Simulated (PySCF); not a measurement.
propa-1,2-dienylcyclopropane (C₆H₈), SMILES C1CC1C=C=C.

Geometry: PBE0-D3(BJ)/def2-SVP. One conformer was computed; it need not be the lowest.

Two levels are set side by side: TDA-PBE/def2-SVPD (PySCF) and TDA-CAM-B3LYP/def2-SVPD (PySCF). Vertical, same geometry. The lowest singlet is HOMO→LUMO 99 % with PBE and HOMO→LUMO 75 %, HOMO→LUMO+2 13 % with the other functional; states are paired by order. Differences are taken from unrounded values.

```
quantity                               TDA-CAM-B3LYP
-------------------------------------  -------------
lowest singlet excitation (eV)                  5.47
lowest triplet excitation (TDA) (eV)            4.39
first bright state (f over 0.05) (eV)           7.22
its oscillator strength                         0.54
```

Task: What does TDA-PBE give, and how far is it from TDA-CAM-B3LYP? (Estimate from the structure and the level; the computed values follow.)

Result: 
```csv
quantity,TDA-PBE,TDA-PBE minus TDA-CAM-B3LYP
lowest singlet excitation (eV),5.04,-0.43
lowest triplet excitation (TDA) (eV),4.37,-0.02
first bright state (f over 0.05) (eV),6.41,-0.80
its oscillator strength,0.19,-0.35
```

A lower first singlet is the usual sign of a functional without exact exchange. Differences between two approximate levels are no errors against the true value.

Rough cost on one machine, each run with all the roots and properties that it gave: TDA-CAM-B3LYP against TDA-PBE about 4 times.
